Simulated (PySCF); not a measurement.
# C$_{4}$H$_{8}$OSi: full NMR table

```
Formula                               : C4H8OSi
SMILES                                : [SiH3]O[C@]12C[C@H]1C2
Point group of the computed structure : C1
Degrees of unsaturation               : 2
Carbon signals                        : 3
Proton signals                        : 4
```

Atom-mapped SMILES (the numbers label the heavy atoms): `[SiH3:1][O:2][C@:3]12[CH2:4][C@H:5]1[CH2:6]2`. Hydrogens are named by the atom that carries them. Ha(C6) is cis to C4 on the ring; Ha(C4) is cis to C6 on the ring; Hb(C6) is trans to C4 on the ring; Hb(C4) is trans to C6 on the ring.

All values are calculated (PySCF 2.14): shielding tensors at PBE0/pcSseg-1 (GIAO), geometry from GFN2-xTB. Single conformer, gas phase, non-relativistic Hamiltonian, rapidly exchanging positions averaged.

δ = σ(ref) − σ, references computed at the same level: $^{1}$H (σref 31.72) and $^{13}$C (σref 186.93) and $^{29}$Si (σref 349.16) vs TMS; H2O for $^{17}$O (σref 336.08).

| carbon | δC, type | δH (multiplicity) | HMBC from (2–3 bonds) | span of the C tensor (ppm) |
| --- | --- | --- | --- | --- |
| C3 | 55.0, C | – | H(Si1), H(C5), Hb(C4)/Hb(C6), Ha(C4)/Ha(C6) | 81 |
| C4/C6 | 34.0, CH2 | Hb(C4) 1.78 (m); Ha(C4) 0.57 (m) | H(C5), Hb(C4)/Hb(C6), Ha(C4)/Ha(C6) | 35 |
| C5 | 6.2, CH | 2.14 (m) | Hb(C4)/Hb(C6), Ha(C4)/Ha(C6) | 42 |

Other nuclei:
| atoms | nucleus | environment | δ (ppm) | σ (ppm) |
| --- | --- | --- | --- | --- |
| H(Si1) | $^{1}$H | hydrogen on a silicon bonded to O | 4.99 | 26.73 |
| Si1 | $^{29}$Si | silicon bonded to O, 3 H | -33.1 | 382.3 |
| O2 | $^{17}$O | oxygen bonded to C, Si | 4.9 | 331.2 |

Carbon types of the structure: 1 × C, 1 × CH, 2 × CH2, leaving 3 H on heteroatoms. δC 55.0, 34.0, 6.2: three-membered-ring carbon. δH 4.99: hydrogen on a silicon bonded to O. δH 2.14, 1.78, 0.57: hydrogen on a three-membered-ring carbon.

Shifts are as computed. Against solution values, carbons near 30 ppm lie about +3 ppm off and those near 130 ppm about +5 ppm. Of 1309 compounds with measured shifts, 239 miss one by over three times the rms of a fit or turn the order of signals round; such compounds aren't used in these exercises. Experimental scales use liquid or dissolved standards, which lie at an offset from isolated H2O (liquid H2O: subtract about 36 ppm). No couplings were computed; multiplicities are counted from neighbouring protons, with m where these are inequivalent, close in shift, in a saturated or five-membered ring or joined by F or P, and br s for small geminal =CH2 splittings.
